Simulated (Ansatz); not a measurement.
Sn₂O₄⁺. Total charge 1; quartet. Geometry PBE-D4/def2-SVP.

```xyz
6

Sn    0.1010    2.1199    0.1459
Sn    1.6703   -1.2913   -0.2614
O    -0.5964   -1.4622   -0.3001
O     1.5052    0.7066   -0.1177
O    -1.1642   -0.6069    0.5916
O    -1.5159    0.5340   -0.0583
```

In the def2 sets Sn takes a core potential, while STO-3G treats all electrons; there is no spin–orbit coupling. B3LYP takes the VWN-RPA correlation. The structure holds 2 bonds between oxygen atoms, so isomers without such links may lie far lower. At HF/STO-3G the charge 1 quartet is spin-contaminated (final ⟨S²⟩ up to 4.70, 3.75 for a pure state). At PBE0-D4/def2-TZVP a doublet of charge 1 lies 3.47 eV below the quartet, each at its own geometry. The structure comes from a short search, and lower isomers may exist.

(1) Estimate the α-spin orbital energies around the gap (eV) in Ansatz with HF/STO-3G, r2SCAN-D4/def2-TZVP, B3LYP-D4/def2-TZVP, PBE0-D4/def2-TZVP, ωB97X-V/def2-TZVP.

Answers

(1) 
| orbital | HF/STO-3G | r2SCAN-D4/def2-TZVP | B3LYP-D4/def2-TZVP | PBE0-D4/def2-TZVP | ωB97X-V/def2-TZVP |
| --- | --- | --- | --- | --- | --- |
| HOMO−5 | -16.41 | -13.33 | -14.27 | -14.50 | -17.05 |
| HOMO−4 | -15.65 | -13.25 | -14.15 | -14.41 | -16.82 |
| HOMO−3 | -14.19 | -13.09 | -14.05 | -14.30 | -16.70 |
| HOMO−2 | -12.71 | -12.82 | -13.48 | -13.70 | -15.80 |
| HOMO−1 | -11.01 | -12.04 | -13.06 | -13.32 | -15.52 |
| HOMO | -9.26 | -8.90 | -9.10 | -9.27 | -11.31 |
| LUMO | 1.04 | -8.35 | -7.88 | -7.81 | -5.72 |
| LUMO+1 | 1.46 | -7.02 | -6.55 | -6.35 | -4.38 |
| LUMO+2 | 2.17 | -6.69 | -6.27 | -6.07 | -3.91 |
| LUMO+3 | 2.96 | -5.81 | -5.43 | -5.25 | -3.20 |
| LUMO+4 | 6.81 | -5.12 | -4.22 | -3.83 | -1.83 |
| LUMO+5 | 7.52 | -4.28 | -4.03 | -3.78 | -1.12 |
| β HOMO | -11.13 | -12.65 | -13.64 | -13.86 | -15.98 |
| β LUMO | -2.55 | -11.52 | -11.20 | -10.91 | -9.04 |
